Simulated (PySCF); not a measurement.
## Ar⁺ (argon, charge +1) across methods

[Ne] 3s2 3p5, 2P determinant. Calculation: PySCF 2.14, in ANO-RCC-VTZP (5s4p2d1f, 34 functions); scalar relativity by spin-free X2C-1e.

| method | E (hartree) | mean ε 3s β (eV) | mean ε 3p α (eV) | mean ε 3p β (eV) | Σ⟨r²⟩ (bohr²) | ⟨S²⟩ |
| --- | --- | --- | --- | --- | --- | --- |
| r2SCAN | -528.7516 | -36.614 | -23.228 | -21.985 | 20.07 | 0.755 |
| PBE | -528.5878 | -35.935 | -22.641 | -21.551 | 20.16 | 0.753 |
| PBE0 | -528.6274 | -38.511 | -24.519 | -23.340 | 20.10 | 0.754 |
| LDA | -527.1476 | -36.038 | -22.705 | -21.617 | 20.27 | 0.751 |
| TPSSh | -528.8014 | -37.314 | -23.561 | -22.434 | 20.07 | 0.754 |
| B3LYP | -528.8040 | -38.050 | -24.128 | -23.025 | 20.20 | 0.753 |
| UHF | -528.09022 | -45.001 | -29.143 | -27.620 | 20.18 | 0.759 |
| CAM-B3LYP | -528.8098 | -40.136 | -25.987 | -24.868 | 20.23 | 0.753 |
| BHandHLYP | -528.7978 | -40.967 | -26.206 | -24.998 | 20.16 | 0.754 |
